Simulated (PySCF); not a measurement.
# Name the molecule from its bond curve

A diatomic of charge +1 contains Sr. Its singlet curve at PBE0 in a double-zeta basis (scalar-relativistic core potentials, PySCF), in eV from the separated fragments:

(R (Å), E (eV)): (1.759, -4.380), (1.841, -5.061), (1.922, -5.432), (1.984, -5.561), (2.045, -5.594), (2.106, -5.553), (2.188, -5.415), (2.290, -5.154), (2.413, -4.764), (2.577, -4.191)

The fit gives ωe = 589 cm⁻¹ and the rotational constant Bₑ = 0.2596 cm⁻¹.

Which atom is the partner?

The minimum lies at 2.039 Å, so the reduced mass is 16.8576 u Å² cm⁻¹/(Bₑ·Re²) = 15.62 u. With Sr at 87.91 u the partner weighs about 19.0 u: F. The molecule is SrF⁺.
